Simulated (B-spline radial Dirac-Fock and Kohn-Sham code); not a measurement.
## Electron momentum distribution of Ta⁶¹⁺: Compton profiles

System: Ta⁶¹⁺, [Ne] 3s2.

Input file task.json (cfg lists n, l and occupation; rrms is the nuclear radius in fm):

```json
{"items": [{
  "Z": 73,
  "q": 61,
  "cfg": [[1, 0, 2], [2, 0, 2], [2, 1, 6], [3, 0, 2]],
  "A": 181,
  "rrms": 5.3507,
  "do": ["scatter"],
  "s": [0.0, 0.05, 0.1, 0.15, 0.2, 0.25, 0.3, 0.35, 0.4, 0.45, 0.5, 0.6, 0.7, 0.8, 0.9, 1.0, 1.1, 1.2, 1.4, 1.6, 1.8, 2.0, 2.5, 3.0, 3.5, 4.0, 5.0, 6.0],
  "pz": [0, 0.1, 0.14, 0.2, 0.28, 0.39, 0.56, 0.78, 1.1, 1.6, 2.2, 3.1, 4.4, 6.1, 8.7, 12.0, 17.0, 24.0, 34.0, 48.0, 68.0],
  "hv_scatter": [1000, 2000, 5000, 17479.3, 20000, 50000, 100000, 500000]
}]}
```

Run with: `python xray_run.py task.json out`

These are calculated numbers from a radial B-spline solver; the model is the impulse approximation on relativistic Hartree-Fock (Dirac-Fock) wave functions, averaged over the configuration. pz is in atomic units of momentum; subshell profiles are per electron, for a selection of subshells; open shells are spread over both j values by their weights.

```csv
pz,J total,J 1s1/2,J 2p3/2,J 3s1/2
3.1,0.3120,0.0103,0.0194,0.0553
4.4,0.2847,0.0102,0.0193,0.0435
6.1,0.2481,0.0101,0.0192,0.0285
8.7,0.2037,0.00995,0.0188,0.0130
12,0.1705,0.00963,0.0176,0.00698
17,0.1340,0.00899,0.0145,0.00638
24,0.08372,0.00790,0.00934,0.00289
34,0.04083,0.00621,0.00402,0.000429
48,0.01793,0.00410,0.00110,0.000234
68,0.007056,0.00211,0.000192,0.000155
```

Problem. What is the peak value J(0), and which subshell contributes most to it?

Solution. J(0) = 0.3456. The 3s1/2 subshell gives the largest part, 41 %.

Mean momentum ⟨p⟩ by subshell (a.u.): 1s1/2 75.5, 2s1/2 27.6, 2p1/2 36.1, 2p3/2 32.2, 3s1/2 15.6.
